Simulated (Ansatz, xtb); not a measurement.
Relaxing a trial structure of ClFGaHSi2

The starting geometry of this gas-phase singlet was built from a drawn formula by distance geometry; its bonds are those of `[F][GaH][Si]#[Si]Cl`.

```yaml
atoms:
  - { symbol: Cl, position_ang: [-1.1262, 1.3947, -4.5298] }
  - { symbol: F, position_ang: [-3.6787, -1.0220, 2.0658] }
  - { symbol: Ga, position_ang: [-2.0446, -0.3115, 1.3930] }
  - { symbol: Si, position_ang: [-1.7404, 0.3122, -0.7070] }
  - { symbol: Si, position_ang: [-1.4991, 0.7973, -2.5495] }
  - { symbol: H, position_ang: [-1.0806, -0.4473, 2.3803] }
```

Problem. Where would you expect an optimisation with r2SCAN-D4/def2-SVP to take it?

Solution. It rearranges, giving a structure given below by its coordinates. Distances that change by over a tenth: Ga3–H6 (1.39 → 1.56 Å), Si4–Si5 (1.92 → 2.20 Å). Contacts that open: F2–Ga3 (1.90 → 2.72 Å). Contacts that close: F2–Si5 (5.42 → 1.66 Å), Ga3–Si5 (4.13 → 2.64 Å).

The energy falls by 3.22 eV over 28 steps:

```json
{"step": "1", "E − E(last) (eV)": "3.222"}
{"step": "4", "E − E(last) (eV)": "2.075"}
{"step": "7", "E − E(last) (eV)": "1.650"}
{"step": "10", "E − E(last) (eV)": "1.485"}
{"step": "13", "E − E(last) (eV)": "1.294"}
{"step": "16", "E − E(last) (eV)": "1.056"}
{"step": "19", "E − E(last) (eV)": "0.901"}
{"step": "22", "E − E(last) (eV)": "0.181"}
{"step": "25", "E − E(last) (eV)": "0.004"}
{"step": "28", "E − E(last) (eV)": "0.000"}
```

Final geometry (Å):

```
atom    x (Å)    y (Å)    z (Å)
  Cl  -2.6128   0.6115  -3.2464
   F  -3.3061  -0.3227  -0.5948
  Ga  -1.2794  -0.0738   1.2033
  Si  -0.0030   0.8379  -0.4484
  Si  -1.9664   0.3470  -1.3073
   H  -2.0020  -0.6765   2.4464
```

From the same start GFN2-xTB ends elsewhere, differing in Cl1–Ga3 (2.52 against 4.70 Å here), F2–Ga3 (1.80 against 2.72 Å here), F2–Si5 (3.19 against 1.66 Å here).

The end wasn't checked by frequencies. Run with Ansatz 0.2.0, 44 s on 2 threads of Intel(R) Xeon(R) 6975P-C (Granite Rapids) (shared host).
